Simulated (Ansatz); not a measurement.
Ansatz (an electronic-structure program) input (B3LYP-D3(BJ)/def2-TZVP):

Ansatz 0.2 input:
```yaml
crystal:
  periodic: [false, false, false]
  atoms:
    - {symbol: Mo, position_ang: [-0.11954773, 0.03556090, 0.02608223]}
    - {symbol: H, position_ang: [0.73311633, -0.90294857, 1.26910140]}
    - {symbol: H, position_ang: [0.91259540, 1.46497638, 0.02768451]}
    - {symbol: H, position_ang: [0.70726956, -1.04336429, -1.09948497]}
    - {symbol: H, position_ang: [0.21405614, -0.52490435, -1.62543823]}
    - {symbol: H, position_ang: [0.99316679, -1.25159023, 0.49482124]}
    - {symbol: H, position_ang: [1.46080048, 0.76427337, -0.16213779]}
basis:
  gaussian:
    orbitals: def2-TZVP
hamiltonian:
  xc: b3lyp
  dispersion: d3bj
total_charge: 1
magnetization: {spin_polarized: true, initial_magnetization: 1}
phonons: {temperatures: {t_min: 298.15, t_max: 298.15, t_step: 100}}
```

Output:

```
Functional definition: B3LYP
integrals: 0.02 GiB planned
635 factors; their error is unknown
mean field: 0.23 GiB planned
mean field evaluation 1: about -1938.1721 eV, gradient 3.6e1 eV
mean field evaluation 2: about -1928.8370 eV, gradient 5.5e1 eV
mean field evaluation 4: about -1943.7558 eV, gradient 1.4e0 eV
mean field evaluation 8: about -1943.7647 eV, gradient 3.7e-2 eV
mean field evaluation 16: about -1943.8119 eV, gradient 3.8e-4 eV
mean field -1943.81189853 eV, -71.4337697078 hartree, gradient 3.9e-5 eV, S^2 0.754962; 4 other end points of the search recorded, 0 dependent functions left out
the calculation of the forces begins
reference -1943.81209767 eV, -71.4337770262 hartree; 10, 9 occupied and 66, 67 virtual orbitals, 635 factors
these checks for a lower state are left out or cut short: stability, starts, cluster_reference, orbital_swaps, neighbouring_geometries, increment
integrals: 0.02 GiB planned
635 factors; their error is unknown
mean field: 0.23 GiB planned
mean field evaluation 32: about -1943.7651 eV, gradient 2.3e-1 eV
mean field -1943.81181826 eV, -71.4337667582 hartree, gradient 2.2e-6 eV, S^2 0.754947; 0 other end points of the search recorded, 0 dependent functions left out
the calculation of the forces begins
reference -1943.81201741 eV, -71.4337740766 hartree; 10, 9 occupied and 66, 67 virtual orbitals, 635 factors
these checks for a lower state are left out or cut short: stability, starts, cluster_reference, orbital_swaps, neighbouring_geometries, increment
integrals: 0.02 GiB planned
635 factors; their error is unknown
mean field: 0.23 GiB planned
mean field -1943.81182791 eV, -71.4337671126 hartree, gradient 1.9e-6 eV, S^2 0.754978; 0 other end points of the search recorded, 0 dependent functions left out
the calculation of the forces begins
reference -1943.81202705 eV, -71.4337744310 hartree; 10, 9 occupied and 66, 67 virtual orbitals, 635 factors
these checks for a lower state are left out or cut short: stability, starts, cluster_reference, orbital_swaps, neighbouring_geometries, increment
integrals: 0.02 GiB planned
635 factors; their error is unknown
mean field: 0.23 GiB planned
mean field -1943.81184826 eV, -71.4337678605 hartree, gradient 3.0e-6 eV, S^2 0.754965; 0 other end points of the search recorded, 0 dependent functions left out
the calculation of the forces begins
reference -1943.81204743 eV, -71.4337751798 hartree; 10, 9 occupied and 66, 67 virtual orbitals, 635 factors
these checks for a lower state are left out or cut short: stability, starts, cluster_reference, orbital_swaps, neighbouring_geometries, increment
integrals: 0.02 GiB planned
635 factors; their error is unknown
mean field: 0.23 GiB planned
mean field -1943.81184552 eV, -71.4337677598 hartree, gradient 1.5e-6 eV, S^2 0.754959; 0 other end points of the search recorded, 0 dependent functions left out
the calculation of the forces begins
reference -1943.81204463 eV, -71.4337750771 hartree; 10, 9 occupied and 66, 67 virtual orbitals, 635 factors
these checks for a lower state are left out or cut short: stability, starts, cluster_reference, orbital_swaps, neighbouring_geometries, increment
integrals: 0.02 GiB planned
635 factors; their error is unknown
mean field: 0.23 GiB planned
mean field -1943.81189168 eV, -71.4337694563 hartree, gradient 1.9e-6 eV, S^2 0.754964; 0 other end points of the search recorded, 0 dependent functions left out
the calculation of the forces begins
reference -1943.81209082 eV, -71.4337767746 hartree; 10, 9 occupied and 66, 67 virtual orbitals, 635 factors
these checks for a lower state are left out or cut short: stability, starts, cluster_reference, orbital_swaps, neighbouring_geometries, increment
integrals: 0.02 GiB planned
[...]
the calculation of the forces begins
reference -1943.81204308 eV, -71.4337750200 hartree; 10, 9 occupied and 66, 67 virtual orbitals, 635 factors
these checks for a lower state are left out or cut short: stability, starts, cluster_reference, orbital_swaps, neighbouring_geometries, increment
integrals: 0.02 GiB planned
635 factors; their error is unknown
mean field: 0.23 GiB planned
mean field evaluation 96: about -1943.8119 eV, gradient 3.1e-5 eV
mean field -1943.81189261 eV, -71.4337694905 hartree, gradient 2.3e-6 eV, S^2 0.754960; 0 other end points of the search recorded, 0 dependent functions left out
the calculation of the forces begins
reference -1943.81209174 eV, -71.4337768082 hartree; 10, 9 occupied and 66, 67 virtual orbitals, 635 factors
these checks for a lower state are left out or cut short: stability, starts, cluster_reference, orbital_swaps, neighbouring_geometries, increment
integrals: 0.02 GiB planned
635 factors; their error is unknown
mean field: 0.23 GiB planned
mean field -1943.81187521 eV, -71.4337688511 hartree, gradient 2.8e-6 eV, S^2 0.754964; 0 other end points of the search recorded, 0 dependent functions left out
the calculation of the forces begins
reference -1943.81207438 eV, -71.4337761702 hartree; 10, 9 occupied and 66, 67 virtual orbitals, 635 factors
these checks for a lower state are left out or cut short: stability, starts, cluster_reference, orbital_swaps, neighbouring_geometries, increment
integrals: 0.02 GiB planned
635 factors; their error is unknown
mean field: 0.23 GiB planned
mean field -1943.81188285 eV, -71.4337691319 hartree, gradient 2.4e-6 eV, S^2 0.754974; 0 other end points of the search recorded, 0 dependent functions left out
the calculation of the forces begins
reference -1943.81208201 eV, -71.4337764506 hartree; 10, 9 occupied and 66, 67 virtual orbitals, 635 factors
these checks for a lower state are left out or cut short: stability, starts, cluster_reference, orbital_swaps, neighbouring_geometries, increment
integrals: 0.02 GiB planned
635 factors; their error is unknown
mean field: 0.23 GiB planned
mean field -1943.81186729 eV, -71.4337685599 hartree, gradient 2.0e-6 eV, S^2 0.754950; 0 other end points of the search recorded, 0 dependent functions left out
the calculation of the forces begins
reference -1943.81206642 eV, -71.4337758778 hartree; 10, 9 occupied and 66, 67 virtual orbitals, 635 factors
these checks for a lower state are left out or cut short: stability, starts, cluster_reference, orbital_swaps, neighbouring_geometries, increment
integrals: 0.02 GiB planned
635 factors; their error is unknown
mean field: 0.23 GiB planned
mean field -1943.81187151 eV, -71.4337687149 hartree, gradient 2.9e-6 eV, S^2 0.754964; 0 other end points of the search recorded, 0 dependent functions left out
the calculation of the forces begins
reference -1943.81207066 eV, -71.4337760336 hartree; 10, 9 occupied and 66, 67 virtual orbitals, 635 factors
these checks for a lower state are left out or cut short: stability, starts, cluster_reference, orbital_swaps, neighbouring_geometries, increment
integrals: 0.02 GiB planned
635 factors; their error is unknown
mean field: 0.23 GiB planned
mean field evaluation 128: about -1943.8119 eV, gradient 1.9e-5 eV
mean field -1943.81188089 eV, -71.4337690596 hartree, gradient 2.5e-6 eV, S^2 0.754961; 0 other end points of the search recorded, 0 dependent functions left out
the calculation of the forces begins
reference -1943.81208002 eV, -71.4337763777 hartree; 10, 9 occupied and 66, 67 virtual orbitals, 635 factors
these checks for a lower state are left out or cut short: stability, starts, cluster_reference, orbital_swaps, neighbouring_geometries, increment
integrals: 0.02 GiB planned
635 factors; their error is unknown
mean field: 0.23 GiB planned
mean field -1943.81186669 eV, -71.4337685380 hartree, gradient 1.3e-6 eV, S^2 0.754957; 0 other end points of the search recorded, 0 dependent functions left out
the calculation of the forces begins
reference -1943.81206581 eV, -71.4337758553 hartree; 10, 9 occupied and 66, 67 virtual orbitals, 635 factors
these checks for a lower state are left out or cut short: stability, starts, cluster_reference, orbital_swaps, neighbouring_geometries, increment
integrals: 0.02 GiB planned
635 factors; their error is unknown
mean field: 0.23 GiB planned
mean field -1943.81187293 eV, -71.4337687671 hartree, gradient 1.3e-6 eV, S^2 0.754967; 0 other end points of the search recorded, 0 dependent functions left out
the calculation of the forces begins
reference -1943.81207210 eV, -71.4337760865 hartree; 10, 9 occupied and 66, 67 virtual orbitals, 635 factors
these checks for a lower state are left out or cut short: stability, starts, cluster_reference, orbital_swaps, neighbouring_geometries, increment
integrals: 0.02 GiB planned
635 factors; their error is unknown
mean field: 0.23 GiB planned
mean field -1943.81186851 eV, -71.4337686048 hartree, gradient 1.1e-6 eV, S^2 0.754956; 0 other end points of the search recorded, 0 dependent functions left out
the calculation of the forces begins
reference -1943.81206767 eV, -71.4337759236 hartree; 10, 9 occupied and 66, 67 virtual orbitals, 635 factors
these checks for a lower state are left out or cut short: stability, starts, cluster_reference, orbital_swaps, neighbouring_geometries, increment
integrals: 0.02 GiB planned
635 factors; their error is unknown
mean field: 0.23 GiB planned
mean field -1943.81189292 eV, -71.4337695020 hartree, gradient 1.0e-6 eV, S^2 0.754968; 0 other end points of the search recorded, 0 dependent functions left out
the calculation of the forces begins
reference -1943.81209205 eV, -71.4337768198 hartree; 10, 9 occupied and 66, 67 virtual orbitals, 635 factors
these checks for a lower state are left out or cut short: stability, starts, cluster_reference, orbital_swaps, neighbouring_geometries, increment
integrals: 0.02 GiB planned
635 factors; their error is unknown
mean field: 0.23 GiB planned
mean field evaluation 160: about -1943.8119 eV, gradient 2.5e-6 eV
mean field -1943.81185074 eV, -71.4337679518 hartree, gradient 2.5e-6 eV, S^2 0.754971; 0 other end points of the search recorded, 0 dependent functions left out
the calculation of the forces begins
reference -1943.81204990 eV, -71.4337752708 hartree; 10, 9 occupied and 66, 67 virtual orbitals, 635 factors
these checks for a lower state are left out or cut short: stability, starts, cluster_reference, orbital_swaps, neighbouring_geometries, increment
integrals: 0.02 GiB planned
635 factors; their error is unknown
mean field: 0.23 GiB planned
mean field -1943.81185442 eV, -71.4337680869 hartree, gradient 2.3e-6 eV, S^2 0.754953; 0 other end points of the search recorded, 0 dependent functions left out
the calculation of the forces begins
reference -1943.81205355 eV, -71.4337754047 hartree; 10, 9 occupied and 66, 67 virtual orbitals, 635 factors
these checks for a lower state are left out or cut short: stability, starts, cluster_reference, orbital_swaps, neighbouring_geometries, increment
integrals: 0.02 GiB planned
635 factors; their error is unknown
mean field: 0.23 GiB planned
mean field -1943.81190108 eV, -71.4337698015 hartree, gradient 1.9e-6 eV, S^2 0.754960; 0 other end points of the search recorded, 0 dependent functions left out
the calculation of the forces begins
reference -1943.81210023 eV, -71.4337771203 hartree; 10, 9 occupied and 66, 67 virtual orbitals, 635 factors
these checks for a lower state are left out or cut short: stability, starts, cluster_reference, orbital_swaps, neighbouring_geometries, increment
integrals: 0.02 GiB planned
635 factors; their error is unknown
mean field: 0.23 GiB planned
mean field -1943.81187866 eV, -71.4337689778 hartree, gradient 2.3e-6 eV, S^2 0.754965; 0 other end points of the search recorded, 0 dependent functions left out
the calculation of the forces begins
reference -1943.81207779 eV, -71.4337762956 hartree; 10, 9 occupied and 66, 67 virtual orbitals, 635 factors
Total energy: -1944.01060308 eV, -71.4410719654 hartree
Atom 0 at    -0.119548     0.035561     0.026082 Å, force    -0.000603     0.000133     0.000126 eV/Å
Atom 1 at     0.733116    -0.902949     1.269101 Å, force    -0.000028    -0.000018    -0.000155 eV/Å
Atom 2 at     0.912595     1.464976     0.027685 Å, force     0.000035     0.000622     0.000075 eV/Å
Atom 3 at     0.707270    -1.043364    -1.099485 Å, force     0.000184    -0.000204    -0.000025 eV/Å
Atom 4 at     0.214056    -0.524904    -1.625438 Å, force     0.000026    -0.000057     0.000145 eV/Å
Atom 5 at     0.993167    -1.251590     0.494821 Å, force     0.000172    -0.000196    -0.000091 eV/Å
Atom 6 at     1.460800     0.764273    -0.162138 Å, force     0.000214    -0.000279    -0.000075 eV/Å
Dipole moment:    -0.187066    -0.021183     0.030779 e Å
Vibrations: 278.82 364.46 562.23 610.19 731.18 800.67 983.04 1036.72 1169.40 1835.07 1838.63 1854.94 2433.64 2555.40 2582.16 cm⁻¹, zero-point energy 1.217311 eV
```

The spin state was set by rule; other spins were not relaxed.
